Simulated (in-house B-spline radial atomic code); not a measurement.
Functionals against NIST's ionisation energies down a group: O³⁺ to Te³⁺

Ionisation energies as differences of self-consistent total energies from an all-electron radial atomic-structure program (B-spline basis): all electrons, radial basis limit, scalar-relativistic (one-electron X2C), spin-polarised at highest spin, spherical densities; exact exchange is averaged over the determinants of each configuration. No spin-orbit coupling, Breit or QED terms. NIST's values run from ground level to ground level, so in open shells the differences also hold multiplet and fine-structure energies that spherical high-spin averages miss. For p electrons of heavy elements the spin-orbit part alone reaches an electronvolt or more. Columns give computed minus NIST, in eV; a star marks a semi-empirical value. Species are left out where the tabulated value is theory, is uncertain by more than 0.12 eV, or (13 ions, such as In⁴⁺, Te⁴⁺ and Bi⁴⁺) lies off its series for all methods alike, which flatters the means a little.

| species | shell | NIST (eV) | PBEsol | BP86 | TPSS | r2SCAN | BHandHLYP | AM05 |
| --- | --- | --- | --- | --- | --- | --- | --- | --- |
| O³⁺ | 2p | 77.41 | 0.00 | +0.25 | +0.03 | -0.22 | +0.57 | -0.04 |
| S³⁺ | 3p | 47.22 ± 0.01* | -0.06 | +0.09 | -0.04 | -0.18 | -0.02 | -0.08 |
| Se³⁺ | 4p | 42.95 | -0.39 | -0.24 | -0.50 | -0.44 | -0.35 | -0.42 |
| Te³⁺ | 5p | 37.42 | -0.60 | -0.46 | -0.81 | -0.75 | -0.59 | -0.63 |

(1) How do the methods rank, and which species is hardest?

Results:

(1) Mean absolute (signed) differences: BP86 0.26 (-0.09) eV; PBEsol 0.26 (-0.26) eV; AM05 0.29 (-0.29) eV; TPSS 0.34 (-0.33) eV; BHandHLYP 0.38 (-0.10) eV; r2SCAN 0.40 (-0.40) eV. For Te³⁺, which loses a 5p electron, the nearest method is off by -0.46 eV, the largest such miss. The first two are tied within the accuracy of the references.
